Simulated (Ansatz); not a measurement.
System: YF3, net charge 0, singlet state. 
Structure (B3LYP-D3(BJ)/def2-TZVP (Ansatz, an electronic-structure program) minimum search):
```
Y
F 1 2.0095
F 1 2.0095 2 120.00
F 1 2.0095 2 120.00 3 180.00
```
Charge 0, spin multiplicity 1.

Basis-set convergence of Hartree-Fock and CCSD correlation energies (hartree) with Ansatz. Valence correlation only, unless marked. Spin-orbit coupling is left out. The frozen core is the preceding noble-gas configuration, with the filled d and f shells of earlier blocks. Past Kr the def2 sets carry scalar-relativistic core potentials.

| basis | functions | E(HF) | E(corr, CCSD) |
|---|---|---|---|
| def2-SVP | 73 | -336.22398 | -0.62940 |
| def2-TZVPP | 149 | … | … |

What belongs in the gaps?


- def2-TZVPP, E(HF): -336.60805
- def2-TZVPP, E(corr, CCSD): -0.82769
